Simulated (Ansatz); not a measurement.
C2H6Cd, charge -1, doublet, geometry from GFN2-xTB (such geometries of metal compounds can be far from the true shape) (a state made from the parent by changing its charge; the spin is typed, not shown lowest) (all electrons, no relativity) (a gas-phase anion, which may not be bound at this level); HF/3-21G (Ansatz, a quantum-chemistry and plane-wave program).

Here is a job for Ansatz.
Ansatz 0.2 input:
```yaml
crystal:
  periodic: [false, false, false]
  atoms:
    - {symbol: Cd, position_ang: [-0.23788571, -0.15120757, -0.31726049]}
    - {symbol: C, position_ang: [2.32772487, 0.64880549, -0.66477436]}
    - {symbol: H, position_ang: [2.97466716, 0.05599849, 0.00445833]}
    - {symbol: H, position_ang: [2.41618804, 1.69577525, -0.32752914]}
    - {symbol: H, position_ang: [2.80186473, 0.60886921, -1.65914150]}
    - {symbol: C, position_ang: [-1.16296548, 0.09155187, 2.21817631]}
    - {symbol: H, position_ang: [-2.18846185, -0.21897123, 2.47721709]}
    - {symbol: H, position_ang: [-1.07928849, 1.14876326, 2.52334693]}
    - {symbol: H, position_ang: [-0.49501167, -0.47461568, 2.88973997]}
basis:
  gaussian:
    orbitals: 3-21G.json
hamiltonian:
  xc: hf
total_charge: -1
magnetization: {spin_polarized: true, initial_magnetization: 1}
```
The basis file holds 3-21G in the JSON format of the Basis Set Exchange.

Output, abridged:

```
Functional definition: HF
861 factors; integrals over basis functions are off by at most 1.0e-3 eV
mean field evaluation 1: about -150174.3381 eV, gradient 1.3e1 eV
mean field evaluation 2: about -150174.4985 eV, gradient 1.3e1 eV
mean field evaluation 4: about -150176.0759 eV, gradient 2.0e0 eV
mean field evaluation 8: about -150176.1811 eV, gradient 3.3e-1 eV
mean field evaluation 16: about -150176.1904 eV, gradient 1.5e-4 eV
mean field evaluation 32: about -150175.5166 eV, gradient 2.8e0 eV
mean field evaluation 64: about -150167.8200 eV, gradient 9.2e0 eV
mean field -150176.19036666 eV, -5518.8732028969 hartree, gradient 2.5e-5 eV, S^2 0.783735; 0 other end points of the search recorded, 0 dependent functions left out
reference -150176.19036666 eV, -5518.8732028969 hartree; 34, 33 occupied and 35, 36 virtual orbitals, 861 factors
Total energy: -150176.19036666 eV, -5518.8732028969 hartree
```
